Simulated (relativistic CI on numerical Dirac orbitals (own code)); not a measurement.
**Gd⁶²⁺: sensitivity of the levels to the model**

Base calculation: Dirac-Coulomb-Breit CI, KLI orbitals optimised for each configuration, model QED, unscaled Slater integrals.

CI space: 1s2, 1s 2s, 1s 2p, 1s 3s, 1s 3p, 1s 3d, 1s 4s, 1s 4p, 1s 4d, 1s 4f, 1s 5s, 1s 5p, 1s 5d, 1s 5f, 1s 5g, 1s 6s, 1s 6p, 1s 6d, 2s2. Levels of other configurations are missing.

Variants: (1) non-relativistic limit. Shifts of the energy above 1s2 1S_0, in eV, for the lowest level and the first level of each name with at least 55 % of one term (blank where a level changes its place among those of its configuration and J or its character, or is not in the variant):

```csv
Level,Base,Δ(1)
1s2 1S_0,0.0,0.0
1s 2s 3S_1,43145.5,-2110.7
1s 2p 3P°_1,43241.3,-2141.7
1s 2p 3P°_0,43260.0,-2160.4
1s 2s 1S_0,43260.1,-2150.7
1s 2p 3P°_2,44062.6,-2963.0
1s 2p 1P°_1,44105.2,-2947.9
1s 3s 3S_1,51391.2,-2780.2
1s 3p 3P°_1,51417.0,-2788.0
1s 3s 1S_0,51421.7,-2791.1
1s 3p 3P°_0,51421.9,-2793.0
1s 3p 3P°_2,51661.3,-3032.4
1s 3d 3D_2,51670.6,-3030.7
1s 3d 3D_1,51673.2,-3033.4
```

At this charge energies of transitions that change n are usually good to better than 1 %, and those within a shell (Δn = 0) to a few per cent.

Ionisation energy from the two ground configurations alone: base 57780.5 eV. The NIST ASD value (theoretical) is 57783.9 eV.

LS names give the leading component of a level, which can be under half, so a name can repeat, a term be missing and a line seem to break the LS rules.
